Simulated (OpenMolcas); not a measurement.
## Pd2+: moving or changing the point charges

Pd2+ among 6 point charges of -1.7 e arranged as an octahedron (Oh), 2.1 Å from the ion.
```
   2.1000    0.0000    0.0000  -1.70
   0.0000    2.1000    0.0000  -1.70
  -2.1000    0.0000    0.0000  -1.70
   0.0000   -2.1000    0.0000  -1.70
   0.0000    0.0000    2.1000  -1.70
   0.0000    0.0000   -2.1000  -1.70
```

```json
{"Program": "OpenMolcas 26.06", "Method": "CASSCF", "Basis": "ANO-RCC-VTZP [7s6p4d2f1g]", "Scalar Hamiltonian": "DKH2, point nucleus", "Active space": "8 electrons in 5 orbitals (4d)", "State averaging": "2S+1 = 3 even, 10 roots; 2S+1 = 1 even, 15 roots", "Spin-orbit coupling": "state interaction with AMFI integrals over the reference wave functions"}
```

Runs around this geometry, states (labels of O, the rotations of Oh). Energies in cm-1 above the lowest state or level, χT in cm3 K/mol; 10Dq and B are least-squares fits to the states below 45000 cm-1, weighted by degeneracy, with a free offset, and given where the rms deviation is under 5 % of |10Dq| (or 100 cm-1) and under 700 cm-1.

```
R (Å)  q (e)  Ground state  First state of that spin  10Dq  B (rms of fit)  First gap with spin-orbit (degeneracies)  χT at 300 K  First state of another spin
  2.1   -1.1           3A2                  3T2 3895  3780        948 (63)                               3262 (3, 2)        2.314                     1E 14276
  2.1   -1.7           3A2                  3T2 6012  5773       946 (117)                               5297 (3, 2)        1.978                     1E 14732
 2.32   -1.7           3A2                  3T2 3733  3611        948 (65)                               3110 (3, 2)        2.346                     1E 14266
```

Taking |10Dq| as R^-n, n = -ln(3611 / 5773) / ln(2.32 / 2.1) = 4.7 between the shortest and longest distance. The point-charge formula for a cubic d site gives n = 5.

Scaling the charges by -1.1 / -1.7 = 0.65 scales |10Dq| by 3780 / 5773 = 0.65; with fixed orbitals a first-order splitting would follow the charge.

Without dynamic correlation the repulsion within the d shell is too large (B by tens of per cent), so at a given field states of lower spin stand too high. Real 4d8 and 5d8 ions are as a rule square planar and diamagnetic. This is an electrostatic model: the charges have no orbitals. No measured value stands beside these numbers.
